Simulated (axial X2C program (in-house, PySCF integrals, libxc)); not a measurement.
## Spin–orbit effects along a row: molecules with H (ions), HF

Computed with an in-house all-electron X2C program for linear molecules (integrals from PySCF), spin-free (one-electron X2C) or two-component (2c: spin–orbit coupling with atomic mean-field Coulomb and Gaunt terms, which also bring small scalar terms), in Dyall basis sets with cores contracted in-house; open shells are unrestricted.

Basis sets: Ag dyall-acv3z, Cd dyall-acv3z, H dyall-av3z, Mo dyall-acv3z, Pd dyall-acv3z, Rh dyall-acv3z, Ru dyall-acv3z, Sb dyall-acv3z.

| molecule | spin-free state | Re (Å) | ωe (cm⁻¹) | De (eV) | 2c state | Re 2c (Å) | ωe 2c (cm⁻¹) | De 2c (eV) |
| --- | --- | --- | --- | --- | --- | --- | --- | --- |
| MoH⁻ | M_S = 3, Λ = 0 | 1.930 | 1165.6 | 1.61 | Ω = 3 | 1.929 | 1164.1 | 1.61 |
| RuH⁻ | M_S = 1, Λ = 0 | 1.720 | 1486.6 | 1.42 | Ω = 1 | 1.721 | 1481.2 | n/a |
| RhH⁻ | M_S = 1/2, Λ = 2 | 1.713 | 1433.8 | 1.72 | Ω = 5/2 | 1.714 | 1430.2 | n/a |
| PdH⁻ | M_S = 0, Λ = 0 | 1.569 | 1561.1 | n/a | Ω = 0 | 1.567 | 1569.6 | n/a |
| AgH⁻ | M_S = 1/2, Λ = 0 | 1.778 | 1290.3 | 1.35 | Ω = 1/2 | 1.778 | 1289.7 | 1.35 |
| CdH⁻ | M_S = 0, Λ = 0 | 1.964 | 1009.3 | 1.04 | Ω = 0 | 1.964 | 1009.5 | 1.04 |
| SbH⁻ | M_S = 1/2, Λ = 1 | 1.724 | 1893.9 | 1.73 | Ω = 3/2 | 1.727 | 1871.8 | n/a |

Work out the shifts from the spin-free to the two-component result.



```
molecule  2c state  ΔRe (Å)  Δωe (cm⁻¹)  ΔDe (eV)
    MoH⁻     Ω = 3   -0.001        -1.5      0.00
    RuH⁻     Ω = 1    0.001        -5.4       n/a
    RhH⁻   Ω = 5/2    0.001        -3.6       n/a
    PdH⁻     Ω = 0   -0.002         8.5       n/a
    AgH⁻   Ω = 1/2    0.000        -0.6      0.00
    CdH⁻     Ω = 0    0.000         0.2      0.00
    SbH⁻   Ω = 3/2    0.003       -22.1       n/a
```

Shifts of one unit in the last digit are rounding.

Fragments in 2c: Mo- + H, Ru- + H, Rh- + H, Pd- + H, Ag- + H, Cd + H-, Sb- + H. Each entry is the lowest single determinant of a limited PBE0 search at one distance. De goes to single-determinant-based atoms at the same level (for ions the charge split of lowest energy) and is withheld (n/a) where an atom does not fit its ground term or J level. Main or longest-lived isotopes. One determinant is a doubtful description, or other states lie close, for MoH⁻, RuH⁻, RhH⁻; these need not be ground states, and all values refer to the states named. Some open-shell Ω = 0 determinants are out of reach, so the Ω given for MoH⁻, RuH⁻ need not be the lowest component. With several unpaired electrons the Ω given is that of one determinant, not necessarily of the lowest component.
